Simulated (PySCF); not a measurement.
C2H4GeN2, SMILES N#C/N=[CH]\[GeH3].

Geometry: PBE0-D3(BJ)/def2-SVP. The structure was generated by enumeration; whether it is a known compound was not checked.

All values below come from PySCF 2.14.0 with TDA-ωB97X/def2-SVPD.

Vertical excitations. Gas-phase values at a fixed geometry.

Question: Give excitation energies, oscillator strengths and character. (An estimate is asked for; the answer gives what the named calculation found.)

Answer: 
```csv
state,energy (eV),λ (nm),f,main pairs
S1,3.79,328,0.000,HOMO→LUMO 96 %
S2,6.26,198,0.000,"HOMO−2→LUMO 68 %, HOMO−3→LUMO 17 %"
S3,6.35,195,0.214,HOMO−1→LUMO 78 %
S4,7.42,167,0.179,"HOMO→LUMO+1 52 %, HOMO→LUMO+2 16 %, HOMO→LUMO+3 10 %"
S5,7.54,165,0.004,"HOMO−3→LUMO 73 %, HOMO−2→LUMO 20 %"
S6,7.77,160,0.000,"HOMO−1→LUMO+2 24 %, HOMO−1→LUMO+1 22 %, HOMO−1→LUMO+6 11 %, HOMO−1→LUMO+7 11 %"
S7,7.85,158,0.019,HOMO−5→LUMO 80 %
S8,7.93,156,0.065,HOMO−4→LUMO 83 %
S9,8.23,151,0.255,"HOMO→LUMO+2 43 %, HOMO→LUMO+1 24 %, HOMO→LUMO+7 12 %"
S10,8.29,150,0.007,"HOMO→LUMO+4 71 %, HOMO→LUMO+8 12 %"
T1,3.21,386,0,HOMO→LUMO 94 %
T2,3.96,313,0,HOMO−1→LUMO 87 %
T3,5.78,215,0,"HOMO−2→LUMO 64 %, HOMO−3→LUMO 16 %"
T4,6.27,198,0,"HOMO→LUMO+2 17 %, HOMO→LUMO+7 14 %, HOMO→LUMO+1 12 %, HOMO−6→LUMO 8 %"
```
Triplets are in the Tamm–Dancoff approximation.
